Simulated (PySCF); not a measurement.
AsB2H5.
SMILES with atom numbers: `[BH2:1][BH:2][AsH2:3]` (hydrogens: H4, H5 on B1; H6 on B2; H7, H8 on As3)

Jobs on this species (8 atoms, 48 electrons) with PySCF (density fitting). Hardware of each: one thread of an Arm Neoverse V1 (shared host). Other jobs ran on the host; a repeat could differ by tens of per cent or more. Peak memory is the resident size of the whole Python process, interpreter and libraries included.

| level and settings | work | basis functions | SCF cycles | wall time | peak memory |
| --- | --- | --- | --- | --- | --- |
| delta-SCF UKS SCAN, pcX-1 on the ionised atom, pcseg-1 elsewhere, spin-free X2C | ΔSCF core ionisation, 2 holes | 90 | ? | ? | ? |
| delta-SCF UKS PBE, pcX-2 on the ionised atom, pcseg-1 elsewhere, spin-free X2C | ΔSCF core ionisation, 2 holes | 111 | ? | ? | ? |
| PBE0-D3(BJ)/def2-SVP, grid level 1 | geometry optimisation from a GFN2-xTB start shaken at random | 85 | 50 | 18 s | 0.36 GiB |
| delta-SCF UKS SCAN, pcX-2 on the ionised atom, pcseg-1 elsewhere, spin-free X2C | ΔSCF core ionisation, 2 holes | 111 | 39 | 7.5 s | 0.36 GiB |
| delta-SCF UKS PBE0, pcX-2 on the ionised atom, pcseg-1 elsewhere, spin-free X2C | ΔSCF core ionisation, 2 holes | 111 | 33 | 7.9 s | 0.43 GiB |
| delta-SCF UKS B3LYP, pcX-2 on the ionised atom, pcseg-1 elsewhere, spin-free X2C | ΔSCF core ionisation, 2 holes | 111 | 209 | 39 s | 0.43 GiB |
| delta-SCF UKS SCAN, def2-TZVP on the ionised atom, pcseg-1 elsewhere, spin-free X2C | ΔSCF core ionisation, 2 holes | 97 | 39 | 7.0 s | 0.43 GiB |
| delta-SCF UKS SCAN, pcX-2 on the ionised atom, pcseg-1 elsewhere, non-relativistic | ΔSCF core ionisation, 2 holes | 111 | 38 | 7.2 s | 0.43 GiB |

**Question.** Fill in the missing figures.

**Answer.** 
- delta-SCF UKS SCAN, pcX-1 on the ionised atom, pcseg-1 elsewhere, spin-free X2C; ΔSCF core ionisation, 2 holes: 6.0 s, 0.43 GiB, 40 SCF cycles
- delta-SCF UKS PBE, pcX-2 on the ionised atom, pcseg-1 elsewhere, spin-free X2C; ΔSCF core ionisation, 2 holes: 4.5 s, 0.43 GiB, 35 SCF cycles

**Question.** What do all jobs in the table cost together?

**Answer.** About 97 s; the longest takes about 40 % of that, and about 8.7 times as long as the shortest.
